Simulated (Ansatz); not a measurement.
`O[Si@@H](F)N[Si@@H](O)F` at its PBE0-D4/def2-TZVP geometry, where that method's forces vanish. Total charge 0; spin multiplicity 1.

```json
{"atom": "O1", "x (Å)": "1.2018", "y (Å)": "-1.4289", "z (Å)": "1.2995"}
{"atom": "Si2", "x (Å)": "-0.1904", "y (Å)": "-1.6946", "z (Å)": "0.5089"}
{"atom": "F3", "x (Å)": "-1.3955", "y (Å)": "-2.0488", "z (Å)": "1.4903"}
{"atom": "N4", "x (Å)": "-0.6324", "y (Å)": "-0.2759", "z (Å)": "-0.3469"}
{"atom": "Si5", "x (Å)": "0.2579", "y (Å)": "1.1556", "z (Å)": "-0.5714"}
{"atom": "O6", "x (Å)": "-0.8284", "y (Å)": "2.3002", "z (Å)": "-0.9703"}
{"atom": "F7", "x (Å)": "0.9956", "y (Å)": "1.5033", "z (Å)": "0.8090"}
{"atom": "H8", "x (Å)": "1.3238", "y (Å)": "-0.5854", "z (Å)": "1.7429"}
{"atom": "H9", "x (Å)": "0.0072", "y (Å)": "-2.8842", "z (Å)": "-0.3328"}
{"atom": "H10", "x (Å)": "-1.5776", "y (Å)": "-0.2388", "z (Å)": "-0.7060"}
{"atom": "H11", "x (Å)": "1.3533", "y (Å)": "1.0828", "z (Å)": "-1.5580"}
{"atom": "H12", "x (Å)": "-0.5154", "y (Å)": "3.1146", "z (Å)": "-1.3653"}
```

(1) For each bond, give half the difference of the two atoms' forces along it (eV/Å; positive pushes the atoms apart) under PBE-D4, r2SCAN-D4, B3LYP-D4, ωB97M-V in def2-TZVPP. (Estimate.)

## Answers

(1) Computed: 
```tsv
bond	length (Å)	PBE-D4	r2SCAN-D4	B3LYP-D4	ωB97M-V
O1–Si2	1.623	0.23	0.04	0.12	0.12
O1–H8	0.961	0.32	0.00	-0.03	-0.07
Si2–F3	1.594	0.45	0.05	0.15	0.14
Si2–N4	1.715	-0.01	-0.01	0.06	0.02
Si2–H9	1.471	-0.04	-0.04	-0.20	-0.23
N4–Si5	1.701	0.02	0.00	0.05	0.02
N4–H10	1.012	0.14	0.02	-0.04	-0.03
Si5–O6	1.628	0.25	0.05	0.09	0.12
Si5–F7	1.603	0.44	0.05	0.18	0.14
Si5–H11	1.476	-0.09	-0.06	-0.17	-0.22
O6–H12	0.958	0.31	0.01	-0.03	-0.06
```

B3LYP here is the variant with VWN-RPA as its local correlation; programs differ in this.
